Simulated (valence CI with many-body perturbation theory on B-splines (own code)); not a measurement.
**E1 line list for Ce26+**

Computed by configuration interaction combined with many-body perturbation theory (CI+MBPT): four valence electrons over a frozen Dirac-Fock core [Ar] 3d10, radial functions for each j: 11 s, 11 p, 9 d, 7 f, 5 g, 2 h, 1 i, with the one-electron correlation potential Σ1 (screened to all orders), the two-electron term Σ2, the three-electron term Σ3, Breit, model QED; selected single and double excitations, second order for the rest (own B-spline code, finite nucleus).

No measured spectrum was set against this ion. As an estimate, large intervals hold to a few tenths of a per cent, small ones and those within an open d or f shell to about a per cent.

Lines 101 to 150 of 231 in falling wavelength, among levels below 1890400 cm⁻¹, chosen from the strongest by gf and those to the six lowest levels. Wavelengths and rates use the calculated energies. Electric multipoles are in the length gauge, E1 and E2 with the static RPA response of the core. Weak lines are less certain than strong ones. Lines between different terms over intervals too small for the method are left out, as are lines whose strength nearly cancels. Where a level lies close to another of its J and parity, the split of strength between their lines is uncertain. The highest levels of a list are the least certain.

Levels are named by their leading jj configuration (3d3/2^4 stands for four electrons in 3d with j = 3/2), which in mixed levels can hold well under half, so a name can repeat and another be missing. Letters in brackets count levels of one name in rising energy.

```tsv
λ vac (nm)	Upper	Lower	A (s⁻¹)	S (a.u.) with core polarisation	S without
12.22	(4s 4p1/2 4p3/2 4d5/2) J=2 [c]	(4s^2 4p1/2 4d3/2) J=2	3.43e+10	1.54e-01	1.66e-01
12.21	(4s 4p1/2 4p3/2 4d5/2) J=3 [e]	(4s^2 4p1/2 4d3/2) J=2	5.58e+09	3.51e-02	3.75e-02
12.19	(4s^2 4p1/2 4d3/2) J=2	(4s^2 4p1/2 4p3/2) J=1	5.34e+09	2.39e-02	2.56e-02
12.06	(4s 4p1/2 4p3/2 4d5/2) J=2 [d]	(4s^2 4p1/2 4d3/2) J=2	3.23e+10	1.40e-01	1.50e-01
11.93	(4s 4p1/2 4p3/2 4d3/2) J=1 [f]	(4s^2 4p1/2 4d3/2) J=2	2.46e+10	6.18e-02	6.65e-02
11.92	(4s 4p1/2 4p3/2 4d3/2) J=0 [b]	(4s 4p1/2 4p3/2^2) J=1 [b]	4.35e+10	3.63e-02	3.91e-02
11.91	(4s^2 4p3/2 4d3/2) J=2	(4s^2 4p3/2^2) J=2	5.26e+09	2.19e-02	2.36e-02
11.86	(4s 4p1/2 4p3/2 4d3/2) J=1 [e]	(4s 4p1/2 4p3/2^2) J=2 [b]	2.86e+10	7.06e-02	7.59e-02
11.84	(4s 4p1/2 4p3/2 4d3/2) J=2 [b]	(4s 4p1/2 4p3/2^2) J=3	2.17e+10	8.89e-02	9.51e-02
11.77	(4s 4p1/2 4p3/2 4d3/2) J=3 [b]	(4s 4p1/2 4p3/2^2) J=3	2.36e+10	1.33e-01	1.43e-01
11.71	(4s 4p1/2 4p3/2 4d5/2) J=3 [d]	(4s 4p1/2 4p3/2^2) J=2 [b]	1.46e+10	8.12e-02	8.71e-02
11.71	(4s 4p1/2 4p3/2 4d5/2) J=3 [b]	(4s 4p1/2 4p3/2^2) J=3	3.20e+10	1.77e-01	1.90e-01
11.71	(4s 4p1/2 4p3/2 4d5/2) J=2 [b]	(4s 4p1/2 4p3/2^2) J=3	3.75e+10	1.49e-01	1.60e-01
11.68	(4s 4p1/2^2 4d5/2) J=2	(4s 4p1/2^2 4p3/2) J=1	7.42e+10	2.92e-01	3.12e-01
11.67	(4s 4p1/2 4p3/2 4d5/2) J=2 [a]	(4s 4p1/2 4p3/2^2) J=2 [a]	4.18e+10	1.64e-01	1.75e-01
11.66	(4s^2 4p3/2 4d3/2) J=3	(4s^2 4p3/2^2) J=2	1.96e+10	1.07e-01	1.15e-01
11.62	(4s 4p1/2 4p3/2 4d5/2) J=2 [d]	(4s 4p1/2 4p3/2^2) J=1 [b]	9.64e+09	3.73e-02	3.97e-02
11.60	(4s 4p1/2^2 4d5/2) J=3	(4s 4p1/2^2 4p3/2) J=2	4.97e+10	2.68e-01	2.86e-01
11.59	(4s 4p1/2 4p3/2 4d5/2) J=3 [a]	(4s 4p1/2 4p3/2^2) J=2 [a]	3.82e+10	2.05e-01	2.20e-01
11.56	(4s^2 4p1/2 4d5/2) J=3	(4s^2 4p1/2 4p3/2) J=2	7.45e+10	3.98e-01	4.25e-01
11.52	(4p3/2^4) J=0	(4s 4p1/2 4p3/2^2) J=1 [b]	4.30e+10	3.25e-02	3.48e-02
11.52	(4s 4p1/2 4p3/2 4d5/2) J=0	(4s 4p1/2 4p3/2^2) J=1 [a]	5.65e+10	4.26e-02	4.56e-02
11.51	(4s^2 4p3/2 4d3/2) J=1	(4s^2 4p3/2^2) J=2	1.10e+11	2.47e-01	2.65e-01
11.49	(4s 4p1/2 4p3/2 4d3/2) J=1 [f]	(4s 4p1/2 4p3/2^2) J=1 [b]	7.11e+10	1.60e-01	1.71e-01
11.47	(4s 4p1/2 4p3/2 4d5/2) J=1 [a]	(4s 4p1/2 4p3/2^2) J=2 [b]	3.04e+10	6.78e-02	7.27e-02
11.41	(4s^2 4p1/2 4d5/2) J=2 [a]	(4s^2 4p1/2 4p3/2) J=2	1.35e+10	4.94e-02	5.29e-02
11.39	(4s 4p1/2 4p3/2 4d5/2) J=2 [e]	(4s 4p1/2 4p3/2^2) J=1 [b]	8.58e+10	3.13e-01	3.35e-01
11.37	(4s^2 4p1/2 4d3/2) J=1	(4s^2 4p1/2 4p3/2) J=2	9.90e+09	2.15e-02	2.30e-02
11.30	(4p1/2 4p3/2^3) J=2	(4s 4p1/2^2 4p3/2) J=1	1.45e+10	5.17e-02	5.55e-02
11.28	(4s 4p3/2^2 4d3/2) J=1	(4s^2 4p1/2 4d3/2) J=2	1.63e+10	3.46e-02	3.72e-02
11.27	(4s 4p1/2 4p3/2 4d3/2) J=2 [b]	(4s 4p1/2 4p3/2^2) J=2 [a]	1.03e+10	3.65e-02	3.90e-02
11.25	(4s 4p1/2 4p3/2 4d5/2) J=1 [a]	(4s 4p1/2 4p3/2^2) J=0	8.48e+10	1.79e-01	1.92e-01
11.20	(4s^2 4p1/2 4d5/2) J=2 [b]	(4s^2 4p1/2 4p3/2) J=2	7.05e+10	2.45e-01	2.63e-01
11.19	(4s 4p1/2 4p3/2 4d5/2) J=4 [b]	(4s 4p1/2 4p3/2^2) J=3	8.47e+10	5.28e-01	5.64e-01
11.18	(4s 4p1/2 4p3/2 4d5/2) J=2 [c]	(4s 4p1/2 4p3/2^2) J=1 [a]	1.20e+11	4.15e-01	4.44e-01
11.17	(4s^2 4p3/2 4d5/2) J=2	(4s^2 4p3/2^2) J=2	2.48e+11	8.55e-01	9.17e-01
11.15	(4s 4p1/2 4p3/2 4d5/2) J=2 [b]	(4s 4p1/2 4p3/2^2) J=2 [a]	5.57e+10	1.90e-01	2.04e-01
11.13	(4s 4p1/2 4p3/2 4d5/2) J=2 [c]	(4s 4p1/2 4p3/2^2) J=2 [b]	1.50e+10	5.09e-02	5.46e-02
11.12	(4s 4p1/2 4p3/2 4d5/2) J=3 [e]	(4s 4p1/2 4p3/2^2) J=2 [b]	1.24e+11	5.91e-01	6.32e-01
11.12	(4s^2 4p1/2 4d5/2) J=2 [a]	(4s^2 4p1/2 4p3/2) J=1	1.06e+11	3.59e-01	3.85e-01
11.10	(4s 4p1/2 4p3/2 4d5/2) J=1 [b]	(4s 4p1/2 4p3/2^2) J=1 [a]	1.30e+11	2.63e-01	2.81e-01
11.08	(4s^2 4p1/2 4d3/2) J=1	(4s^2 4p1/2 4p3/2) J=1	4.26e+10	8.58e-02	9.19e-02
11.05	(4s 4p1/2 4p3/2 4d5/2) J=2 [d]	(4s 4p1/2 4p3/2^2) J=1 [a]	1.30e+10	4.33e-02	4.62e-02
11.00	(4s 4p1/2 4p3/2 4d5/2) J=2 [d]	(4s 4p1/2 4p3/2^2) J=2 [b]	4.95e+10	1.63e-01	1.74e-01
10.98	(4s^2 4p3/2 4d5/2) J=1	(4s^2 4p3/2^2) J=0	2.89e+11	5.66e-01	6.07e-01
10.96	(4p3/2^4) J=0	(4s 4p1/2 4p3/2^2) J=1 [a]	1.22e+11	7.96e-02	8.55e-02
10.94	(4s 4p1/2 4p3/2 4d5/2) J=3 [c]	(4s 4p1/2 4p3/2^2) J=3	2.70e+10	1.22e-01	1.31e-01
10.94	(4s 4p3/2^2 4d3/2) J=2	(4s 4p1/2 4p3/2^2) J=1 [b]	4.50e+10	1.45e-01	1.56e-01
10.92	(4s^2 4p1/2 4d5/2) J=2 [b]	(4s^2 4p1/2 4p3/2) J=1	6.80e+10	2.19e-01	2.34e-01
10.90	(4s 4p1/2 4p3/2 4d5/2) J=3 [d]	(4s 4p1/2 4p3/2^2) J=3	1.68e+10	7.50e-02	8.04e-02
```
